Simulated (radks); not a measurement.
Radial electron density D(r) = 4 pi r^2 rho(r) of an atom or ion with 35 electrons. All-electron calculation, Dirac Kohn-Sham, LB94 model potential, spin-unpolarised, spherical densities, finite nucleus; Fermi nuclear charge, rms radius of each element as measured or else 0.836 A^(1/3) + 0.57 fm. Program: a radial shooting solver on a logarithmic mesh with Libxc functionals.

```
   r/bohr * D(r) (the largest magnitude, 77.9, reaches the edge; | marks zero)
 0.001967 |  *
 0.002236 |   *
 0.002521 |    *
 0.002865 |     *
 0.003256 |      *
 0.003701 |        *
 0.004173 |         *
 0.004743 |           *
  0.00539 |              *
 0.006127 |                *
 0.006908 |                   *
 0.007851 |                       *
 0.008923 |                          *
  0.01014 |                              *
  0.01143 |                                 *
    0.013 |                                    *
  0.01477 |                                       *
  0.01679 |                                         *
  0.01908 |                                           *
  0.02151 |                                           *
  0.02445 |                                           *
  0.02779 |                                         *
  0.03158 |                                        *
  0.03561 |                                      *
  0.04047 |                                     *
    0.046 |                                     *
  0.05228 |                                       *
  0.05895 |                                          *
    0.067 |                                               *
  0.07614 |                                                   *
  0.08654 |                                                      *
  0.09758 |                                                      *
   0.1109 |                                                    *
    0.126 |                                               *
   0.1433 |                                         *
   0.1615 |                                     *
   0.1836 |                                   *
   0.2086 |                                     *
   0.2371 |                                        *
   0.2695 |                                           *
   0.3039 |                                          *
   0.3454 |                                      *
   0.3925 |                              *
   0.4461 |                      *
    0.503 |               *
   0.5717 |           *
   0.6498 |         *
   0.7385 |         *
   0.8327 |        *
   0.9464 |      *
    1.076 |   *
    1.222 | *
    1.378 |*
    1.567 *
     1.78 *
    2.024 *
    2.282 *
    2.593 *
```

What is the nuclear charge?

Answer. Z = 48. The innermost maximum, from 1s, lies near gamma/Z bohr with gamma = sqrt(1 - (Z/c)^2) = 0.937, here 0.0195 bohr (found: 0.0215), and its height grows with Z. The density is that of the cadmium ion Cd13+ in [Ar] 3d10 4s2 4p5; the configuration itself is not fixed sharply by these data, and Z only to a few units. D(r) has 3 maxima, at r = 0.0215, 0.0938, 0.283 bohr, and minima at 0.0421, 0.184 bohr, inside which lie 2.04, 11.17 electrons.
